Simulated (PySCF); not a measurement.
Compound: CH6AlFGe.
Geometry (PBE0-D3(BJ)/def2-SVP, Å), atoms numbered from 1 in this order:
```
atom  x, y, z in Å
F1     3.1465   -0.2816   -0.9464
Al2    1.7600    0.3362   -0.2503
C3     0.1078   -0.6744   -0.3941
Ge4   -1.4430    0.1689    0.4471
H5     1.9296    1.7263    0.4827
H6    -0.1203   -0.8554   -1.4598
H7     0.2525   -1.6734    0.0551
H8    -1.7005    1.5486   -0.1915
H9    -1.1729    0.3786    1.9508
H10   -2.7092   -0.6948    0.2857
```

Theory: PySCF 2.14.0, PBE0-D3(BJ)/def2-SVP geometry optimisation, gas phase.

(1) Which atoms are bound to Al2, and at what distances?

(2) List the angles at Al2.

(3) What is the shape at Al2?

(4) What are the other bond lengths?

(5) Give some angles away from the centre.

(6) What are the rotational constants (commonest isotopes, rigid rotor)?

Answers

(1) 3 atoms: H5 1.581 Å, F1 1.670 Å, C3 1.942 Å. The nearest atom not counted as bound is H7, at 2.53 Å (others tie with it).

(2) 
| angle | degrees | distance of the outer atoms (Å) |
| --- | --- | --- |
| C3–Al2–H5 | 125.7 | 3.14 |
| F1–Al2–C3 | 118.9 | 3.11 |
| F1–Al2–H5 | 115.4 | 2.75 |

(3) Planar: angles 125.7°, 118.9° and 115.4°, sum 360.0°, 0.00 Å off the plane of its three neighbours.

(4) C3–Ge4 1.955 Å; C3–H6, C3–H7 1.105 Å; Ge4–H8, Ge4–H9, Ge4–H10 1.542 Å.

(5) Al2–C3–Ge4 114.7°.

(6) A = 17175, B = 1055, C = 1012 MHz: a near-prolate asymmetric top.

Point group: Cs (every atom within 0.08 Å of its image). Charge 0, singlet. No PBE0-D3(BJ)/def2-SVP frequencies stand behind this structure, so it isn't proved a minimum.

One conformer stands for the species.
